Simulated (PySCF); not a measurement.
H8N2Si2, SMILES N[SiH](N)[SiH3].

Coordinates come from a ωB97X-D3(BJ)/def2-SVP optimisation. Other conformers were not sampled.

Two levels are set side by side: TDA-PBE/def2-SVPD (PySCF) and TDA-CAM-B3LYP/def2-SVPD (PySCF). Vertical, same geometry. The lowest singlet is HOMO→LUMO 94 % with PBE and HOMO→LUMO 79 % with the other functional; states are paired by order. Differences are taken from unrounded values.

```csv
quantity,TDA-PBE
lowest singlet excitation (eV),5.23
lowest triplet excitation (TDA) (eV),4.86
first bright state (f over 0.05) (eV),6.33
its oscillator strength,0.16
```

Question: These are the TDA-PBE values. What does TDA-CAM-B3LYP give? (An estimate is asked for; the answer gives what the named calculation found.)

Answer: 
```tsv
quantity	TDA-CAM-B3LYP	TDA-PBE minus TDA-CAM-B3LYP
lowest singlet excitation (eV)	6.08	-0.85
lowest triplet excitation (TDA) (eV)	5.55	-0.69
first bright state (f over 0.05) (eV)	7.47	-1.14
its oscillator strength	0.19	-0.03
```

Functionals without exact exchange tend to place singlet excitations lower, as here. Differences between two approximate levels are no errors against the true value.

Rough cost on one machine, each run with all the roots and properties that it gave: TDA-CAM-B3LYP against TDA-PBE about 3 times.
